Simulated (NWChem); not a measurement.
C₃H₃ClF₂; SMILES F[C@@H]1[C@H](F)[C@H]1Cl

```xyz
9

F      0.2101    -1.6327     1.4108
C     -0.4323    -0.6280     0.7569
C     -0.4323    -0.6280    -0.7569
F      0.2101    -1.6327    -1.4108
C      0.4127     0.3651     0.0000
Cl     0.0419     2.0912     0.0000
H     -1.3385    -0.2697     1.2779
H     -1.3385    -0.2697    -1.2779
H      1.4917     0.1354     0.0000
```
Atoms are numbered in this order, from 1.

Results from NWChem. Pople sets run with spherical d functions. Structure relaxed at the PBE-D3(BJ)/def2-SVP level. Vzz is the largest principal value of the second derivative of the potential at the nucleus (NWChem prints the opposite sign); η is the asymmetry. Non-relativistic.

Q: Predict the results for PBE0/6-31G*. Quantities: Vzz Cl6 (a.u.); η Cl6.

A: 
```json
{
 "Vzz Cl6 (a.u.)": "3.814",
 "η Cl6": "0.02"
}
```
